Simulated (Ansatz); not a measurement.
Gas-phase electronic energies from Ansatz, PBE0-D4/def2-TZVP geometries. CCSD(T)/CBS is the MP2 limit (def2-TZVPP, def2-QZVPP) plus CCSD(T) − MP2 in def2-TZVPP, frozen cores. Functionals use def2-TZVPP. B3LYP here is the variant with VWN-RPA as its local correlation; programs differ in this. Each species was taken in one conformer, which may not be the lowest.

Consider the formal exchange of groups at the Si–B bond: `B[SiH](B)O` + `N=C(F)C=O` → `B[SiH](O)C=O` + `BC(=N)F`.

```json
{"level": "PBE-D4", "ΔE (kcal/mol)": "-5.0", "difference from CCSD(T)/CBS": "0.9"}
{"level": "r2SCAN-D4", "ΔE (kcal/mol)": "-4.9", "difference from CCSD(T)/CBS": "1.0"}
{"level": "PBE0-D4", "ΔE (kcal/mol)": "-4.0", "difference from CCSD(T)/CBS": "1.9"}
{"level": "B3LYP-D4", "ΔE (kcal/mol)": "-6.1", "difference from CCSD(T)/CBS": "-0.2"}
{"level": "ωB97X-V", "ΔE (kcal/mol)": "-4.9", "difference from CCSD(T)/CBS": "1.0"}
{"level": "ωB97M-V", "ΔE (kcal/mol)": "-6.2", "difference from CCSD(T)/CBS": "-0.3"}
{"level": "B2PLYP", "ΔE (kcal/mol)": "-5.9", "difference from CCSD(T)/CBS": "0.0"}
{"level": "PBE", "ΔE (kcal/mol)": "-4.8", "difference from CCSD(T)/CBS": "1.1"}
{"level": "r2SCAN", "ΔE (kcal/mol)": "-4.9", "difference from CCSD(T)/CBS": "1.0"}
{"level": "PBE0", "ΔE (kcal/mol)": "-3.9", "difference from CCSD(T)/CBS": "2.0"}
{"level": "B3LYP", "ΔE (kcal/mol)": "-5.9", "difference from CCSD(T)/CBS": "0.0"}
{"level": "HF/def2-TZVPP", "ΔE (kcal/mol)": "-5.2", "difference from CCSD(T)/CBS": "0.7"}
{"level": "MP2/def2-TZVPP", "ΔE (kcal/mol)": "-5.5", "difference from CCSD(T)/CBS": "0.4"}
{"level": "SCS-MP2/def2-TZVPP", "ΔE (kcal/mol)": "-5.5", "difference from CCSD(T)/CBS": "0.4"}
{"level": "CCSD/def2-TZVPP", "ΔE (kcal/mol)": "-4.7", "difference from CCSD(T)/CBS": "1.2"}
{"level": "CCSD(T)/def2-TZVPP", "ΔE (kcal/mol)": "-4.8", "difference from CCSD(T)/CBS": "1.1"}
{"level": "HF/def2-QZVPP", "ΔE (kcal/mol)": "-5.5", "difference from CCSD(T)/CBS": "0.4"}
{"level": "MP2/def2-QZVPP", "ΔE (kcal/mol)": "-6.2", "difference from CCSD(T)/CBS": "-0.3"}
{"level": "SCS-MP2/def2-QZVPP", "ΔE (kcal/mol)": "-6.2", "difference from CCSD(T)/CBS": "-0.3"}
{"level": "HF/CBS(def2)", "ΔE (kcal/mol)": "-5.5", "difference from CCSD(T)/CBS": "0.4"}
{"level": "MP2/CBS(def2)", "ΔE (kcal/mol)": "-6.6", "difference from CCSD(T)/CBS": "-0.7"}
{"level": "CCSD/CBS(def2)", "ΔE (kcal/mol)": "-5.7", "difference from CCSD(T)/CBS": "0.2"}
{"level": "CCSD(T)/CBS", "ΔE (kcal/mol)": "-5.9", "difference from CCSD(T)/CBS": "0"}
```

Largest T1 diagnostic among the species: 0.016.

From PBE to PBE0 (25 % exact exchange), in def2-TZVPP and without D4, ΔE moves by +0.9 kcal/mol.
